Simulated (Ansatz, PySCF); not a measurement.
HGeI, singlet, at a GFN2-xTB geometry (core potentials on I), with bond 3-1 at 1.8 times its length. Base run: CASSCF(4,5)/def2-SVP (PySCF).

Input for PySCF:
```python
from pyscf import gto, scf, mcscf
import numpy

mol = gto.M(
    atom='''
Ge   -0.879723   -0.744598    1.052227
H    -1.971157   -1.231214   -0.093666
I     1.726799    1.446717   -1.982153
''',
    basis='def2-svp',
    ecp={'I': 'def2-svp'},
    charge=0,
    spin=0,
    verbose=4,
)

mf = scf.RHF(mol)
mf.kernel()
mc = mcscf.CASSCF(mf, 5, 4)
mc.fix_spin_(ss=0.0)
mc.kernel()
occ = numpy.linalg.eigvalsh(mc.fcisolver.make_rdm1(mc.ci, mc.ncas, mc.nelecas))[::-1]
ss = mc.fcisolver.spin_square(mc.ci, mc.ncas, mc.nelecas)[0]
print('natural occupations', occ.round(4), ' <S^2>', round(ss, 4))
```

Programs used: Ansatz (a program for electronic structure), PySCF; a row that names a program was run with it.

The base run was repeated with changes; each row names its change, and settings that it needs were set with it.

| change | ΔE vs base (kcal/mol) | natural occupations | <S^2> of the state |
|---|---|---|---|
| base | 0.000 | 1.94 1.41 0.59 0.05 0.01 | 0.00 |
| active space = 10 electrons, 9 orbitals | -12.31 | 2.00 2.00 1.97 1.93 1.42 0.58 0.05 0.04 0.01 | 0.00 |
| active space = 2 electrons, 4 orbitals | 14.92 | 1.43 0.57 0.00 0.00 | 0.00 |
| active space = 8 electrons, 7 orbitals | -6.13 | 2.00 1.97 1.94 1.44 0.56 0.05 0.03 | 0.00 |
| fix_spin_ = off | 0.000 | 1.94 1.41 0.59 0.05 0.01 | 0.00 |
| code = ansatz; correction = SC-NEVPT2, all electrons | -209.4 | - | - |
| orbitals = fixed (CASCI); correction = SC-NEVPT2 | -203.7 | 2.00 1.62 0.38 0.00 0.00 | 0.00 |
| solver = newton | 0.000 | 1.94 1.41 0.59 0.05 0.01 | 0.00 |
| conv_tol = 1e-5 | 0.001 | 1.94 1.41 0.59 0.05 0.01 | 0.00 |
| active space = 2 electrons, 2 orbitals | 15.26 | 1.41 0.59 | 0.00 |
| state_average = 2 states | 12.30 | - | - |

Active orbitals are taken around the Fermi level unless the row says otherwise; CASSCF can end in different local minima, and two programs can end on different orbitals. State-averaged rows give the lowest state.
